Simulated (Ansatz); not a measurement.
Start from `C=[C](O)[SnH2][AlH2]` and change one atom or group to get `C=C(O)CS`.

Ansatz, PBE0-D4/def2-TZVP geometries, multiplicity 1. Each molecule was computed in one conformer, which needn't be the lowest.

Elements past krypton have def2 core potentials.

```json
{"property": "HOMO–LUMO gap (PBE/def2-TZVPP) / eV", "`C=[C](O)[SnH2][AlH2]`": "3.43"}
{"property": "HOMO–LUMO gap (PBE0/def2-TZVPP) / eV", "`C=[C](O)[SnH2][AlH2]`": "5.23"}
{"property": "size of the dipole moment (ωB97M-V/def2-TZVPP) / D", "`C=[C](O)[SnH2][AlH2]`": "1.61"}
{"property": "LUMO energy (PBE/def2-TZVPP) / eV", "`C=[C](O)[SnH2][AlH2]`": "-2.31"}
{"property": "LUMO energy (PBE0/def2-TZVPP) / eV", "`C=[C](O)[SnH2][AlH2]`": "-1.46"}
{"property": "HOMO energy (PBE/def2-TZVPP) / eV", "`C=[C](O)[SnH2][AlH2]`": "-5.74"}
```

Task: What does the change do to each property? (Best estimate.)

Result: Ansatz gave: 
```csv
property,`C=C(O)CS`,shift
HOMO–LUMO gap (PBE/def2-TZVPP) / eV,4.66,1.23
HOMO–LUMO gap (PBE0/def2-TZVPP) / eV,6.89,1.66
size of the dipole moment (ωB97M-V/def2-TZVPP) / D,1.88,0.27
LUMO energy (PBE/def2-TZVPP) / eV,-0.85,1.46
LUMO energy (PBE0/def2-TZVPP) / eV,0.14,1.60
HOMO energy (PBE/def2-TZVPP) / eV,-5.51,0.23
```

With PBE0 the HOMO falls by 0.06 eV and the LUMO rises by 1.60 eV, so the gap widens by about 1.66 eV. PBE moves the HOMO by 0.23 eV and ωB97M-V by -0.34 eV. Dipoles are sizes alone; their direction can turn.
